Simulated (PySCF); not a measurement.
## How methods differ on the excitation energy of P⁺

P⁺ [Ne] 3s2 3p2 (3P) → P⁺ [Ne] 3s1 3p2 4s1 (5P), as a difference of total energies. Calculation: PySCF 2.14, in dyall-av3z; the spin-free X2C one-electron Hamiltonian (Gaussian nucleus). Correlated levels: valence: [Ne] frozen; virtual orbitals above 40 to 60 times the deepest correlated orbital energy dropped. The calculations carry no spin-orbit coupling.

```json
{"method": "UHF", "excitation energy (cm⁻¹)": "127480"}
{"method": "MP2 (valence)", "excitation energy (cm⁻¹)": "137440"}
{"method": "SCS-MP2 (valence)", "excitation energy (cm⁻¹)": "140840"}
{"method": "CCSD (valence)", "excitation energy (cm⁻¹)": "139980"}
{"method": "CCSD(T) (valence)", "excitation energy (cm⁻¹)": "140400"}
```

The promoted electron is Rydberg-like, and one or two diffuse shells describe it only roughly, which tends to raise the upper state.
